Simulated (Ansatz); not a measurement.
CH$_{5}$AlO$_{2}$, charge +1, doublet, geometry from GFN2-xTB (such geometries of metal compounds can be far from the true shape) (a state made from the parent by changing its charge; the spin is typed, not shown lowest); PBE/6-311++G** in Ansatz (a first-principles code).

The Ansatz input:
Ansatz 0.2 input:
```yaml
crystal:
  periodic: [false, false, false]
  atoms:
    - {symbol: Al, position_ang: [0.17618964, 0.16585162, 0.01209088]}
    - {symbol: C, position_ang: [-1.36611586, -1.29259627, -0.09020564]}
    - {symbol: H, position_ang: [-0.95340228, -2.12659349, -0.65619572]}
    - {symbol: H, position_ang: [-2.07484102, -0.65632500, -0.62522785]}
    - {symbol: H, position_ang: [-1.63231993, -1.55004014, 0.93367067]}
    - {symbol: O, position_ang: [-0.33986226, 1.48049779, -0.80667600]}
    - {symbol: H, position_ang: [-0.11474906, 2.36435500, -1.09400626]}
    - {symbol: O, position_ang: [1.41811254, -0.42120532, 0.86289216]}
    - {symbol: H, position_ang: [2.05553972, -0.90622941, 1.37608231]}
basis:
  gaussian:
    orbitals: 6-311++G__.json
hamiltonian:
  xc: pbe
total_charge: 1
magnetization: {spin_polarized: true, initial_magnetization: 1}
```
The basis file holds 6-311++G** in the JSON format of the Basis Set Exchange.

Question: Predict the main parts of the log of this Ansatz run.

Answer: 
```
Functional definition: PBE
1064 factors; their error is unknown
mean field evaluation 1: about -11761.6775 eV, gradient 1.0e2 eV
mean field evaluation 2: about -11593.7125 eV, gradient 1.8e2 eV
mean field evaluation 4: about -11783.4342 eV, gradient 4.4e1 eV
mean field evaluation 8: about -11795.1396 eV, gradient 1.7e0 eV
mean field evaluation 16: about -11795.1183 eV, gradient 1.5e-3 eV
mean field evaluation 32: about -11792.3567 eV, gradient 8.3e0 eV
mean field -11795.11830721 eV, -433.4626027716 hartree, gradient 2.4e-5 eV, S^2 0.752769; 6 other end points of the search recorded, 0 dependent functions left out
reference -11795.11837964 eV, -433.4626054335 hartree; 20, 19 occupied and 112, 113 virtual orbitals, 1064 factors
Total energy: -11795.11837964 eV, -433.4626054335 hartree
```
